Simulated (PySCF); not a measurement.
TiCl3I, SMILES [Cl][Ti]([I])([Cl])[Cl], multiplicity 1.

Geometry: B3LYP-D3(BJ)/def2-SVP. The multiplicity is an assumed one; no other spin state was optimised. The structure was generated by enumeration; whether it is a known compound was not checked. The def2 effective core potentials stand for the cores of I; spin–orbit coupling is left out.

Two levels are set side by side: PBE/def2-TZVP (PySCF) and B3LYP/def2-TZVP (PySCF). Same geometry, gas phase. Differences are taken from unrounded values.

| quantity | PBE |
|---|---|
| orbital gap (eV) | 2.72 |
| highest occupied level (eV) | -7.25 |
| lowest empty level (eV) | -4.53 |
| dipole moment (D) | 0.56 |
| mean polarisability (bohr³) | 112.7 |

These are the PBE values. What does B3LYP give? (An estimate is asked for; the answer gives what the named calculation found.)


| quantity | B3LYP | PBE minus B3LYP |
|---|---|---|
| orbital gap (eV) | 4.15 | -1.43 |
| highest occupied level (eV) | -8.11 | 0.86 |
| lowest empty level (eV) | -3.96 | -0.57 |
| dipole moment (D) | 0.54 | 0.03 |
| mean polarisability (bohr³) | 109.8 | 2.9 |

PBE's occupied levels lie high since its potential decays too fast outside the molecule; exact exchange lowers them and widens the gap. Differences between two approximate levels are no errors against the true value.

Rough cost on one machine, each run with all the roots and properties that it gave: B3LYP against PBE within a factor of 2.
